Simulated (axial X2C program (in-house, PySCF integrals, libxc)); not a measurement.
# Spin–orbit effects down a group: molecules with I, CCSD(T)

Calculated with an in-house relativistic program for diatomic molecules, spin-free (one-electron X2C) or two-component (2c: spin–orbit coupling with atomic mean-field Coulomb and Gaunt terms, which also bring small scalar terms), in Dyall basis sets with cores contracted in-house; open shells are unrestricted.

Basis sets: Al dyall-v3z, B dyall-v3z, Ga dyall-cv3z, I dyall-cv3z, In dyall-cv3z. Frozen shells (counts by l): BI I 4s3p2d, B 1s, 10 electrons correlated; AlI I 4s3p2d, Al 2s1p, 10 electrons correlated; GaI I 4s3p2d, Ga 3s2p1d, 10 electrons correlated; InI I 4s3p2d, In 4s3p2d, 10 electrons correlated. Coupled cluster in natural virtuals with an MP2 remainder. Where the outer core of a metal is frozen, bonds come out longer and ionisation energies lower.

```json
{"molecule": "BI", "spin-free state": "M_S = 0, Λ = 0", "Re (Å)": "2.138", "ωe (cm⁻¹)": "578.3", "De (eV)": "3.59", "2c state": "Ω = 0", "Re 2c (Å)": "2.141", "ωe 2c (cm⁻¹)": "575.3", "De 2c (eV)": "3.30"}
{"molecule": "AlI", "spin-free state": "?", "Re (Å)": "?", "ωe (cm⁻¹)": "?", "De (eV)": "?", "2c state": "?", "Re 2c (Å)": "?", "ωe 2c (cm⁻¹)": "?", "De 2c (eV)": "?"}
{"molecule": "GaI", "spin-free state": "M_S = 0, Λ = 0", "Re (Å)": "2.608", "ωe (cm⁻¹)": "214.3", "De (eV)": "3.63", "2c state": "Ω = 0", "Re 2c (Å)": "2.611", "ωe 2c (cm⁻¹)": "213.4", "De 2c (eV)": "3.30"}
{"molecule": "InI", "spin-free state": "M_S = 0, Λ = 0", "Re (Å)": "2.801", "ωe (cm⁻¹)": "173.1", "De (eV)": "3.51", "2c state": "Ω = 0", "Re 2c (Å)": "2.803", "ωe 2c (cm⁻¹)": "172.5", "De 2c (eV)": "3.08"}
```

**Question.** Estimate the 2c Re and ωe of AlI as the mean of its neighbours in the table.

**Answer.** Re ≈ 2.376 Å, ωe ≈ 394.3 cm⁻¹. The CCSD(T) runs give the row below, so the estimate misses by -0.184 Å and 78.2 cm⁻¹.

```csv
molecule,spin-free state,Re (Å),ωe (cm⁻¹),De (eV),2c state,Re 2c (Å),ωe 2c (cm⁻¹),De 2c (eV)
AlI,"M_S = 0, Λ = 0",2.558,317.4,3.79,Ω = 0,2.560,316.1,3.50
```

Each entry is the lowest single determinant of a limited PBE0 search at one distance. De goes to single-determinant-based atoms at the same level (for ions the charge split of lowest energy) and is withheld (n/a) where an atom does not fit its ground term or J level. Main or longest-lived isotopes.
